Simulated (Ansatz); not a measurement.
CH2ClNSSi (`S[Si]1(Cl)C=N1`), 7 atoms. The species carries charge 0 and has multiplicity 1. All runs use 2 threads of an Arm Neoverse V1 on a shared host. Correlated methods freeze the cores.

(1) Give the basis size and wall time and peak host memory of each of these runs in Ansatz. RKS PBE0-D4/def2-TZVP relaxation (11 steps); RHF-CCSD(T)/def2-SVP energy; RKS PBE0-D4/def2-SVP energy; RHF-CCSD(T)/def2-TZVPP energy; RKS ωB97M-V/def2-QZVPP energy; RKS BLYP-D4/def2-TZVPP energy; RKS B2PLYP (frozen core)/def2-TZVPP energy; RKS ωB97M-V/def2-SVP energy; RKS SPW92 (LDA)/def2-TZVPP energy; RHF-MP2/def2-QZVPP energy; RKS PBE0-D4/def2-QZVPP energy; RKS PBE0-D4/def2-TZVP frequencies. (Estimate.)

Results:

(1) The calculation gave: Other jobs shared the machine, so times are rough.

```
                              level                    job  functions  wall time  peak host memory (GiB)
               RKS PBE0-D4/def2-SVP                 energy         92      1.6 s                    0.18
         RKS SPW92 (LDA)/def2-TZVPP                 energy        216      1.9 s                    0.28
             RKS BLYP-D4/def2-TZVPP                 energy        216        3 s                    0.28
               RHF-CCSD(T)/def2-SVP                 energy         92      4.1 s                    0.28
               RKS ωB97M-V/def2-SVP                 energy         92        8 s                    0.27
RKS B2PLYP (frozen core)/def2-TZVPP                 energy        216        8 s                     0.5
             RKS PBE0-D4/def2-QZVPP                 energy        384       14 s                     1.2
                 RHF-MP2/def2-QZVPP                 energy        384       24 s                     1.7
             RKS ωB97M-V/def2-QZVPP                 energy        384       30 s                     1.4
              RKS PBE0-D4/def2-TZVP  relaxation (11 steps)        185       67 s                    0.48
             RHF-CCSD(T)/def2-TZVPP                 energy        216      110 s                     2.9
              RKS PBE0-D4/def2-TZVP            frequencies        185    2.9 min                    0.48
```
